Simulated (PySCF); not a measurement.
Simulated outer-valence photoelectron spectrum of `NB(F)P`. Method: EOM-IP-CCSD/aug-cc-pVDZ in PySCF, restricted Hartree–Fock reference, frozen core, non-relativistic, gas phase, PBE0-D3(BJ)/def2-SVP geometry.

Each root has a Gaussian of 0.3 eV full width with its one-hole share as area; cross sections and vibrations are left out, and the highest printed point is 100.

```csv
ionisation energy (eV),intensity
9.4,13
9.6,91
9.8,56
10.0,3
10.2,0
10.4,0
10.6,0
10.8,10
11.0,85
11.2,61
11.4,4
11.6,0
11.8,19
12.0,98
12.2,42
12.4,2
12.6,0
12.8,0
13.0,6
13.2,71
13.4,77
13.6,7
13.8,0
14.0,0
14.2,0
14.4,0
14.6,0
14.8,2
15.0,49
15.2,94
15.4,16
15.6,19
15.8,97
16.0,42
16.2,2
16.4,0
16.6,1
16.8,28
17.0,100
17.2,34
17.4,63
17.6,82
17.8,9
```

Q: Where are the maxima, and how many lines lie under the curve?

A: 8 maxima, at 9.7, 11.1, 12.0, 13.3, 15.2, 15.8, 17.0 and 17.5 eV, from 8 lines.

Q: List the lines with their holes.

A: 
```tsv
E (eV)	leading hole (HF orbital)	area	Koopmans (eV)
9.66	HOMO	0.96	10.02
11.07	HOMO-1	0.94	12.15
12.03	HOMO-2	0.95	12.94
13.31	HOMO-3	0.95	14.00
15.15	HOMO-4	0.94	17.24
15.83	HOMO-5	0.94	18.17
17.00	HOMO-7	0.94	19.14
17.52	HOMO-6	0.93	18.84
```

The widest gap, 1.84 eV, lies between 13.31 and 15.15 eV. Only orbitals with −ε under 21 eV, eight at most, were ionised, so the high end of the curve may lack lines.

The values belong to the conformer `[NH2:1][B:2]([F:3])[PH2:4]`: H–N1–B2–F3 180°, H–N1–B2–F3 1°, H–P4–B2–N1 -41°, H–P4–B2–N1 -136°.
